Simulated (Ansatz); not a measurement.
`[CH3][Ti]([F])([F])[Cl]` + H–F → `[CH3][Ti]([F])([F])[F]` + HCl at 298.15 K and 1 bar (ligand exchange at a Ti–Cl bond).

Calculated with Ansatz (gas phase, PBE0-D4/def2-TZVP geometries, no zero-point term in ΔE). CCSD(T)/CBS adds triple-zeta CCSD(T) − MP2 to the extrapolated MP2 energy (def2 sets, frozen cores). This one scheme is used for every species. For Ti outer-core shells are correlated without core-valence functions, which leaves a few kJ/mol of doubt a bond. Scalar relativity is left out up to krypton.

```csv
species,CCSD(T)/CBS energy (Eh),H − E (kJ/mol),S (J/(mol·K))
`[CH3][Ti]([F])([F])[Cl]`,-1548.34863,129.8,363.0
H–F,-100.39570,33.5,173.6
`[CH3][Ti]([F])([F])[F]`,-1188.36791,131.4,342.9
HCl,-460.38127,26.6,186.8
```

H − E and S are ideal-gas, rigid-rotor, harmonic terms from PBE0-D4/def2-TZVP. 1 Eh = 2625.50 kJ/mol, R = 8.31446 J/(mol·K).

By hand: ΔE, ΔH, ΔS and ΔG.

ΔE = (-1188.36791) + (-460.38127) − (-1548.34863) − (-100.39570) = -0.00485 Eh = -12.7 kJ/mol. Δ(H − E) = 131.4 + 26.6 − 129.8 − 33.5 = -5.3, so ΔH = -18.0 kJ/mol. ΔS = 342.9 + 186.8 − 363.0 − 173.6 = -6.9 J/(mol·K). ΔG = -18.0 − 298.15 × (-6.9)/1000 = -15.9 kJ/mol.

By hand: the equilibrium constant, and the temperature at which ΔG would vanish if ΔH and ΔS stayed fixed.

log₁₀ K = −ΔG/(RT ln 10) = 2.8. ΔG = 0 at ΔH/ΔS = 2609 K, far beyond where these terms or the molecules hold.

The number of gas molecules stays the same, so ΔS is small and ΔH decides. A doubt of 5 kJ/mol in ΔE shifts log₁₀ K by 0.9 here. These are equilibria of isolated gas molecules and say nothing of rates. Largest T1 diagnostic: 0.022 (customary marks: 0.02 for closed shells, 0.045 for open ones).
